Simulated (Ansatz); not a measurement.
Consider the substitution at a C–Sn bond: `C[CH2][SnH]([F])[F]` + CH₃SH → `CCSC` + `[F][SnH2][F]`.

Gas-phase electronic energies from Ansatz, PBE0-D4/def2-TZVP geometries. CCSD(T)/CBS is the MP2 limit (def2-TZVPP, def2-QZVPP) plus CCSD(T) − MP2 in def2-TZVPP, frozen cores. This one scheme is used for every species. Functionals use def2-TZVPP. B3LYP here is the variant with VWN-RPA as its local correlation; programs differ in this. HSE06 is defined as in plane-wave codes. Elements past krypton have def2 core potentials. For Sn outer-core shells are correlated without core-valence functions, which leaves a few kJ/mol of doubt a bond. Each species was taken in one conformer, which may not be the lowest.

`C[CH2][SnH]([F])[F]`:

Z-matrix (Å, degrees):
```
C
C 1 1.523
H 1 1.092 2 111.6
H 1 1.092 2 111.6 3 120.5
H 1 1.093 2 110.4 3 -119.8
Sn 2 2.125 1 111.2 3 -60.2
H 2 1.092 1 111.9 3 59.5
H 2 1.092 1 111.9 3 -180.0
F 6 1.919 2 106.0 1 54.3
F 6 1.919 2 105.9 1 -54.3
H 6 1.699 2 127.7 1 -180.0
```

CH₃SH:

Z-matrix (Å, degrees):
```
C
S 1 1.806
H 1 1.089 2 111.5
H 1 1.089 2 111.5 3 -123.8
H 1 1.090 2 106.2 3 118.1
H 2 1.342 1 97.1 3 61.9
```

`CCSC`:

```xyz
12

C    -0.449   -1.227   -0.798
C     0.439   -0.931    0.395
S    -0.168    0.372    1.487
C     0.029    1.810    0.428
H    -0.532   -0.363   -1.460
H    -0.038   -2.053   -1.386
H    -1.455   -1.501   -0.474
H     1.455   -0.674    0.079
H     0.520   -1.809    1.040
H     1.067    1.920    0.105
H    -0.627    1.773   -0.442
H    -0.242    2.681    1.027
```

`[F][SnH2][F]`:

Cartesian coordinates in Å:
```
F 0.525 -1.061 1.379
Sn -0.076 0.133 0.016
F 0.490 -0.721 -1.595
H 0.828 1.556 0.168
H -1.767 0.093 0.031
```

| level | ΔE (kcal/mol) | difference from CCSD(T)/CBS |
| --- | --- | --- |
| LDA (SPW92) | 6.3 | -2.9 |
| PBE-D4 | 7.7 | -1.5 |
| BLYP-D4 | 8.1 | -1.1 |
| r2SCAN-D4 | 7.9 | -1.3 |
| B97M-V | 5.9 | -3.3 |
| PBE0-D4 | 7.5 | -1.7 |
| B3LYP-D4 | 8.1 | -1.1 |
| r2SCANh-D4 | 7.8 | -1.4 |
| HSE06-D4 | 7.6 | -1.6 |
| BHLYP-D4 | 7.9 | -1.3 |
| CAM-B3LYP-D4 | 7.6 | -1.6 |
| ωB97X-V | 7.4 | -1.8 |
| ωB97M-V | 7.7 | -1.5 |
| B2PLYP | 8.5 | -0.7 |
| PBE-QIDH | 7.9 | -1.3 |
| PBE | 7.9 | -1.3 |
| revPBE | 8.5 | -0.7 |
| BLYP | 8.8 | -0.4 |
| r2SCAN | 8.0 | -1.2 |
| PBE0 | 7.7 | -1.5 |
| B3LYP | 8.4 | -0.8 |
| r2SCANh | 7.9 | -1.3 |
| r2SCAN0 | 7.7 | -1.5 |
| HSE06 | 7.7 | -1.5 |
| BHLYP | 7.8 | -1.4 |
| CAM-B3LYP | 7.7 | -1.5 |
| LC-ωPBE | 7.6 | -1.6 |
| HF/def2-SVP | 7.8 | -1.4 |
| MP2/def2-SVP | 7.4 | -1.8 |
| CCSD/def2-SVP | 7.8 | -1.4 |
| CCSD(T)/def2-SVP | 7.5 | -1.7 |
| HF/def2-TZVPP | 7.2 | -2.0 |
| SCS-MP2/def2-TZVPP | 8.7 | -0.5 |
| CCSD/def2-TZVPP | 9.0 | -0.2 |
| CCSD(T)/def2-TZVPP | 8.9 | -0.3 |
| MP2/def2-QZVPP | 9.3 | 0.1 |
| SCS-MP2/def2-QZVPP | 8.9 | -0.3 |
| HF/CBS(def2) | 7.1 | -2.1 |
| MP2/CBS(def2) | 9.5 | 0.3 |
| CCSD/CBS(def2) | 9.3 | 0.1 |
| CCSD(T)/CBS | 9.2 | 0 |

**Question.** What do rigid-rotor, harmonic-oscillator terms from PBE0-D4/def2-TZVP frequencies (298.15 K, 1 bar) make of the CCSD(T)/CBS value? (Estimate.)

**Answer.** Computed: ΔZPE = 0.0 kcal/mol, ΔH = +8.7 kcal/mol, ΔS = -17 J/(mol·K), ΔG = +9.9 kcal/mol. Modes under 50 cm⁻¹ make the entropy rough.

Largest T1 diagnostic among the species: 0.014.

Leaving LDA and LC-ωPBE aside and taking each functional with its dispersion term where it has one, the values spread over 2.6 kcal/mol, from B97M-V to B2PLYP. LDA lies −1.6 kcal/mol from PBE without D4. At CCSD(T), def2-SVP lies −1.7 kcal/mol from the extrapolated value and def2-TZVPP −0.3 kcal/mol. In def2-TZVPP, CCSD(T) changes the Hartree–Fock value by +1.6 kcal/mol (the triples alone add −0.1 kcal/mol) and MP2 by +1.9 kcal/mol.
